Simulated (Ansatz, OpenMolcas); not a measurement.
**Worked example: MgCl2 + BF2 → MgCl + BClF2**

Species: MgCl2 `[Cl][Mg][Cl]`, singlet; BF2 `F[B]F`, doublet; MgCl, doublet; BClF2 (chlorodifluoroborane) `FB(F)Cl`, singlet. A radical takes Cl: the energy is the difference in strength between the Mg–Cl bond broken and the B–Cl bond made.

Shapes, held fixed at every level: PBE0-D4/def2-TZVP. Programs: Ansatz 0.2.0, OpenMolcas 26.06. A level may come from different programs for different species; with the same settings they agree closely. The zero-point and thermal change to 298 K, harmonic and unscaled (PBE0-D4/def2-TZVP), is +3.0 kJ/mol.

At CCSD(T)/def2-TZVPP; 1 Eh = 2625.50 kJ/mol:

```
species   energy (Eh)
  MgCl2  -1119.423102
    BF2   -224.306019
   MgCl   -659.587801
  BClF2   -684.164417
```

Work out ΔH(298 K) of the reaction at this level.


1. Products less reactants: (-659.587801) + (-684.164417) − [(-1119.423102) + (-224.306019)] = -0.023097 Eh = -60.6 kJ/mol.
2. With the thermal change: -60.6 + (+3.0) = -57.6 kJ/mol.

Other levels give -86.1 (SPW92/def2-TZVPP) to -47.1 kJ/mol (r2SCAN-D4/def2-TZVPP). No measured value is set beside it here. Open shells run unrestricted. Outer-core shells of Mg are correlated in most correlated rows, in sets that cover them unevenly.
